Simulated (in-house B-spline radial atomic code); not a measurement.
Values are calculated unless marked as measured or tabulated.
Impurity-limited mobility of n-type InAs at n = 2.0878e17 cm⁻³

For InAs the NSM archive of the Ioffe Institute lists m* = 0.023 m0 and ε = 15.15.

One parabolic, isotropic band at zero temperature, uniform dielectric constant, impurities scattering independently, no phonons and no central-cell term; real bands flatten as E_F rises, which lowers the mobility at the highest densities. In effective units each ion is a point charge Z in an electron gas; its screened potential is solved self-consistently in the LDA with open boundaries (B-splines, partial waves to l = 16), which gives the phase shifts δ_l at the Fermi level.

(1) Put the electron gas into effective units.

Self-consistent phase shifts (rad):

| l | donor, Z = +1 | acceptor, Z = −1 |
| --- | --- | --- |
| 0 | 0.2553 | -0.2416 |
| 1 | 0.1102 | -0.1082 |
| 2 | 0.0560 | -0.0562 |
| 3 | 0.0304 | -0.0309 |
| 4 | 0.0171 | -0.0175 |
| 5 | 0.0099 | -0.0102 |
| 6 | 0.0058 | -0.0060 |
| 7 | 0.0034 | -0.0035 |
| 8 | 0.0020 | -0.0021 |

With all partial waves the Friedel sums are 0.995 and -0.995, and Σ (l + 1) sin²(δ_l − δ_(l+1)) is 0.02988 for the donor and 0.02617 for the acceptor. The screened donor binds no level.

(2) Find the transport cross sections, and compare them with the Born approximation for Thomas-Fermi screening (Brooks-Herring).

(3) With no compensation, N_D = n, what are the mobility and the resistivity?

Results:

(1) a* = 0.0529177 nm × 15.15/0.023 = 34.86 nm and Ha* = 27211.386 meV × 0.023/15.15² = 2.727 meV. From 4π (r_s a*)³/3 = 1/n, r_s = 0.300. Then k_F = 1.91916/r_s = 6.3972 per a*, E_F = k_F²/2 = 20.4620 Ha* = 55.8 meV, and Mott's number n^(1/3) a* = 2.068.

(2) σ_tr = (4π/k_F²) × sum: 0.009174 a*² for the donor and 0.008037 a*² for the acceptor. Thomas-Fermi gives q_s² = 4k_F/π = 8.1452, so b = 4k_F²/q_s² = 20.097, and σ_Born = (2π/k_F⁴)(ln(1 + b) − b/(1 + b)) = 0.003752 × 2.0965 = 0.007866 a*² for either sign. The donor scatters 1.17 times and the acceptor 1.02 times as much. Two things differ from Brooks-Herring. First order with Lindhard's response and the LDA kernel gives 1.10 times σ_Born for either sign: screening weakens at large momentum transfer, and the exchange-correlation potential of the screening charge adds to the ion's own, which is the larger part in a thin gas. Higher orders then split the signs, leaving the donor at 1.06 and the acceptor, which keeps the electrons out, at 0.93 of that.

(3) μ = e/(ħ k_F Σ N σ_tr), with e/ħ = 15.193 cm²/(V·s) per nm². Here k_F = 0.1835 nm⁻¹, a*² = 1215 nm², 1 cm⁻³ = 1e-21 nm⁻³, and Σ N σ_tr = 0.002327 nm⁻¹, a mean free path of 430 nm. So μ = 35600 cm²/(V·s) and ρ = 1/(n e μ) = 0.00084 Ω·cm. Brooks-Herring would give 41500 cm²/(V·s). k_F times the mean free path is 78.9.
